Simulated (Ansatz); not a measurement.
Relaxation of C₃H₆OSi (11 atoms, charge 0, multiplicity 1), to a largest force component of 0.015 eV/Å in at most 40 steps.

The calculation used Ansatz 0.2.0, RKS revPBE/def2-SVP.

```xyz
11
Properties=species:S:1:pos:R:3:forces:R:3
C -2.008 0.696 0.075 -6.35 3.90 -0.56
C -0.929 0.103 0.116 2.39 -1.46 0.03
C 0.163 -0.547 0.167 2.84 -1.82 0.30
O 0.224 -1.812 0.706 1.64 -1.18 0.18
Si 1.759 0.186 -0.422 0.53 1.51 0.71
H -2.688 0.688 -0.817 0.17 -0.11 0.31
H -2.353 1.369 0.891 -0.03 -0.08 -0.04
H 1.202 -2.039 0.638 -1.41 -0.17 0.29
H 2.069 1.456 0.391 -0.03 -0.37 -0.32
H 2.905 -0.738 -0.208 0.17 -0.44 0.06
H 1.657 0.543 -1.826 0.07 0.23 -0.97
```

Question: Where does it end, and by what steps?

Answer: The run converged. After 31 steps the energy has fallen by 0.637 eV; H10 moved furthest, 0.85 Å.

```tsv
step	energy less start (eV)	largest force component (eV/Å)	accepted
0	0.0000	6.353	yes
2	-0.5309	1.051	yes
4	-0.5464	0.997	no
6	-0.6053	0.100	yes
8	-0.6073	0.094	yes
10	-0.6080	0.065	yes
12	-0.6111	0.196	yes
14	-0.6235	0.084	yes
16	-0.6259	0.049	yes
18	-0.6290	0.188	no
20	-0.6320	0.043	yes
22	-0.6334	0.043	yes
24	-0.6356	0.044	yes
26	-0.6365	0.049	yes
28	-0.6366	0.051	yes
30	-0.6372	0.027	yes
31	-0.6372	0.010	yes
```

```xyz
11
Properties=species:S:1:pos:R:3
C -2.088 0.677 -0.115
C -0.957 0.032 0.116
C 0.223 -0.550 0.320
O 0.353 -1.665 1.142
Si 1.781 0.251 -0.426
H -2.733 0.431 -0.980
H -2.446 1.484 0.552
H 1.221 -2.072 0.961
H 2.600 0.930 0.643
H 2.638 -0.850 -1.009
H 1.410 1.236 -1.494
```

Time of the run: 34 s on 2 threads of Intel(R) Xeon(R) 6975P-C (Granite Rapids) (shared host), peak memory 0.16 GiB.
